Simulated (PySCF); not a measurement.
SMILES c1ccc(Cc2cccs2)cc1, GFN2-xTB optimised geometry.

```
22

C      2.69    -2.33    -4.16
C      3.37    -1.44    -3.35
C      3.00    -1.29    -2.03
C      1.94    -2.02    -1.50
C      1.51    -1.81    -0.07
C      0.58    -0.64     0.00
C     -0.77    -0.64     0.00
C     -1.33     0.66     0.01
C     -0.39     1.63     0.01
S      1.21     0.98     0.00
C      1.26    -2.91    -2.32
C      1.63    -3.07    -3.64
H      2.97    -2.46    -5.19
H      4.19    -0.87    -3.75
H      3.53    -0.58    -1.40
H      2.39    -1.62     0.56
H      1.00    -2.70     0.31
H     -1.37    -1.54     0.00
H     -2.39     0.86     0.02
H     -0.52     2.70     0.02
H      0.44    -3.48    -1.92
H      1.09    -3.76    -4.27
```

Density from PBE/def2-SVP (PySCF 2.14.0) at that geometry.

Minimum of the electron density along straight lines between bonded atoms, close to the bond critical point (lines longer than 1.1 times the sum of covalent radii, or with two minima, are not listed):

```json
[
 {"bond": "C1–C2", "length / Å": "1.385", "ρ at the minimum / e bohr⁻³": "0.309", "∇²ρ there / e bohr⁻⁵": "-0.76", "position (fraction from the first atom)": "0.50"},
 {"bond": "C2–C3", "length / Å": "1.383", "ρ at the minimum / e bohr⁻³": "0.310", "∇²ρ there / e bohr⁻⁵": "-0.77", "position (fraction from the first atom)": "0.50"},
 {"bond": "C3–C4", "length / Å": "1.389", "ρ at the minimum / e bohr⁻³": "0.307", "∇²ρ there / e bohr⁻⁵": "-0.75", "position (fraction from the first atom)": "0.50"},
 {"bond": "C4–C5", "length / Å": "1.510", "ρ at the minimum / e bohr⁻³": "0.248", "∇²ρ there / e bohr⁻⁵": "-0.55", "position (fraction from the first atom)": "0.50"},
 {"bond": "C5–C6", "length / Å": "1.494", "ρ at the minimum / e bohr⁻³": "0.252", "∇²ρ there / e bohr⁻⁵": "-0.56", "position (fraction from the first atom)": "0.49"},
 {"bond": "C6–C7", "length / Å": "1.359", "ρ at the minimum / e bohr⁻³": "0.320", "∇²ρ there / e bohr⁻⁵": "-0.78", "position (fraction from the first atom)": "0.51"},
 {"bond": "C7–C8", "length / Å": "1.414", "ρ at the minimum / e bohr⁻³": "0.292", "∇²ρ there / e bohr⁻⁵": "(withheld)", "position (fraction from the first atom)": "0.50"},
 {"bond": "C8–C9", "length / Å": "1.355", "ρ at the minimum / e bohr⁻³": "0.322", "∇²ρ there / e bohr⁻⁵": "-0.79", "position (fraction from the first atom)": "0.49"},
 {"bond": "C6–S10", "length / Å": "1.734", "ρ at the minimum / e bohr⁻³": "0.209", "∇²ρ there / e bohr⁻⁵": "(withheld)", "position (fraction from the first atom)": "0.47"},
 {"bond": "C9–S10", "length / Å": "1.720", "ρ at the minimum / e bohr⁻³": "0.213", "∇²ρ there / e bohr⁻⁵": "-0.44", "position (fraction from the first atom)": "0.47"},
 {"bond": "C4–C11", "length / Å": "1.388", "ρ at the minimum / e bohr⁻³": "0.308", "∇²ρ there / e bohr⁻⁵": "-0.75", "position (fraction from the first atom)": "0.50"},
 {"bond": "C1–C12", "length / Å": "1.384", "ρ at the minimum / e bohr⁻³": "0.309", "∇²ρ there / e bohr⁻⁵": "-0.77", "position (fraction from the first atom)": "0.50"},
 {"bond": "C11–C12", "length / Å": "1.384", "ρ at the minimum / e bohr⁻³": "0.309", "∇²ρ there / e bohr⁻⁵": "-0.76", "position (fraction from the first atom)": "0.50"},
 {"bond": "C1–H13", "length / Å": "1.080", "ρ at the minimum / e bohr⁻³": "0.281", "∇²ρ there / e bohr⁻⁵": "-1.04", "position (fraction from the first atom)": "0.63"},
 {"bond": "C2–H14", "length / Å": "1.080", "ρ at the minimum / e bohr⁻³": "0.281", "∇²ρ there / e bohr⁻⁵": "-1.05", "position (fraction from the first atom)": "0.63"},
 {"bond": "C3–H15", "length / Å": "1.081", "ρ at the minimum / e bohr⁻³": "0.280", "∇²ρ there / e bohr⁻⁵": "-1.04", "position (fraction from the first atom)": "0.63"},
 {"bond": "C5–H16", "length / Å": "1.092", "ρ at the minimum / e bohr⁻³": "0.274", "∇²ρ there / e bohr⁻⁵": "-0.99", "position (fraction from the first atom)": "0.63"},
 {"bond": "C5–H17", "length / Å": "1.092", "ρ at the minimum / e bohr⁻³": "0.274", "∇²ρ there / e bohr⁻⁵": "-0.99", "position (fraction from the first atom)": "0.63"},
 {"bond": "C7–H18", "length / Å": "1.076", "ρ at the minimum / e bohr⁻³": "0.280", "∇²ρ there / e bohr⁻⁵": "-1.05", "position (fraction from the first atom)": "0.63"},
 {"bond": "C8–H19", "length / Å": "1.075", "ρ at the minimum / e bohr⁻³": "0.281", "∇²ρ there / e bohr⁻⁵": "-1.06", "position (fraction from the first atom)": "0.63"},
 {"bond": "C9–H20", "length / Å": "1.072", "ρ at the minimum / e bohr⁻³": "0.283", "∇²ρ there / e bohr⁻⁵": "-1.08", "position (fraction from the first atom)": "0.64"},
 {"bond": "C11–H21", "length / Å": "1.081", "ρ at the minimum / e bohr⁻³": "0.280", "∇²ρ there / e bohr⁻⁵": "-1.04", "position (fraction from the first atom)": "0.63"},
 {"bond": "C12–H22", "length / Å": "1.080", "ρ at the minimum / e bohr⁻³": "0.281", "∇²ρ there / e bohr⁻⁵": "-1.05", "position (fraction from the first atom)": "0.63"}
]
```

Complete the blanks.


- C7–C8, ∇²ρ there / e bohr⁻⁵: -0.69
- C6–S10, ∇²ρ there / e bohr⁻⁵: -0.41
